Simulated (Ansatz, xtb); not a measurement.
A geometry optimisation of CHOSi2− with r2SCAN-D4/def2-SVPD

The starting geometry of this gas-phase singlet was built from a drawn formula by distance geometry and a force field; its bonds are those of `O=[Si]=C=[SiH-]`.

```xyz
5

C    -0.4141   -0.1373   -1.0662
O    -0.6742   -3.2484   -0.1566
Si   -0.5527   -1.6710   -0.6330
Si   -0.3099    1.4365   -1.5089
H    -0.7011    1.8636   -2.8733
```

Problem. Predict what it relaxes into with r2SCAN-D4/def2-SVPD.

Solution. It keeps its bonds, and is `O=[Si]=C=[SiH-]`.

The energy falls by 0.94 eV over 14 steps:

```csv
step,E − E(last) (eV)
1,0.938
2,0.274
4,0.104
5,0.091
7,0.009
8,0.002
10,0.000
11,0.000
13,0.000
14,0.000
```

Final geometry (Å):

```json
{"atom": "C", "x (Å)": "-0.3110", "y (Å)": "-0.0277", "z (Å)": "-0.7908"}
{"atom": "O", "x (Å)": "-0.6712", "y (Å)": "-3.1290", "z (Å)": "-0.2228"}
{"atom": "Si", "x (Å)": "-0.6501", "y (Å)": "-1.7085", "z (Å)": "-0.8927"}
{"atom": "Si", "x (Å)": "-0.2452", "y (Å)": "1.6036", "z (Å)": "-1.4380"}
{"atom": "H", "x (Å)": "-0.7746", "y (Å)": "1.5051", "z (Å)": "-2.8937"}
```

From the same start GFN2-xTB ends elsewhere, in pieces: COSi2 + H.

The end wasn't checked by frequencies. Run with Ansatz 0.2.0, 26 s on 1 thread of Intel(R) Xeon(R) 6975P-C (Granite Rapids), with other jobs on the host.
